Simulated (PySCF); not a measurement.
Be(SH)(GeH3) (BeGeH4S), SMILES [GeH3][Be][SH]. Atoms are numbered in the order given.

```xyz
7

Be     0.2498     0.4618    -0.6357
S      0.8440     1.5394    -2.0926
H      2.1340     1.2392    -1.7928
Ge    -0.4584    -0.7634     1.0407
H     -0.4525    -2.2851     0.7361
H      0.3995    -0.5827     2.3220
H     -1.9141    -0.4187     1.4564
```
Charge 0, spin multiplicity 1.

The structure is a stationary point at PBE-D3(BJ)/def2-TZVP. One conformer was computed; it need not be the lowest.

Level of theory: CAM-B3LYP/def2-TZVPD (PySCF).

Isolated molecule, no solvent.

Computed frontier levels, gap, dipole moment and polarisability:
| Property | Result |
|---|---|
| highest occupied level | -9.24 eV |
| lowest empty level | -0.43 eV |
| orbital gap | 8.81 eV |
| dipole moment | 0.76 D |
| quadrupole, principal values (traceless, Buckingham form, about the centre of nuclear charge) | -8.20, 0.83, 7.37 D·Å |
| mean static polarisability | 74.4 bohr³ (11.03 Å³) |
| polarisability, principal values | 64.8, 65.2, 93.3 bohr³ |
